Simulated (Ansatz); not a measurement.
**AlFGeH3: where a starting geometry ends**

The starting geometry of this gas-phase doublet was optimised with GFN2-xTB.

```xyz
6

Al    0.5341   -0.7614    0.0745
F    -0.3657   -2.0787   -0.3454
Ge    0.1882    1.6188   -0.4880
H    -0.2569    0.4075    1.0301
H     1.9647   -1.1778    0.4683
H    -1.1610    0.9192   -1.0584
```

**Question.** Predict what becomes of its bonds when it is optimised with B3LYP/6-31G*.

**Answer.** A new bond forms, giving a structure with H4 bridging Al1 and Ge3, given below by its coordinates. Contacts that close: Ge3–H4 (1.99 → 1.82 Å).

The energy falls by 0.24 eV over 11 steps:

| step | E − E(last) (eV) |
| --- | --- |
| 1 | 0.237 |
| 2 | 0.128 |
| 3 | 0.057 |
| 4 | 0.052 |
| 5 | 0.042 |
| 7 | 0.008 |
| 8 | 0.001 |
| 9 | 0.000 |
| 10 | 0.000 |
| 11 | 0.000 |

Final geometry (Å):

```xyz
6

Al    0.6740   -0.9289    0.0843
F    -0.2878   -2.1904   -0.4054
Ge    0.1252    1.4230   -0.6414
H    -0.2465    0.3944    0.8076
H     2.0823   -1.2011    0.7331
H    -1.4437    1.4306   -0.8971
```

Frequencies at the end are all real (lowest 129 cm⁻¹). Open shells are spin-unrestricted. Run with Ansatz 0.2.0, 74 s on 1 thread of Intel(R) Xeon(R) Platinum 8259CL CPU @ 2.50GHz (Skylake/Cascade Lake), on a shared host.
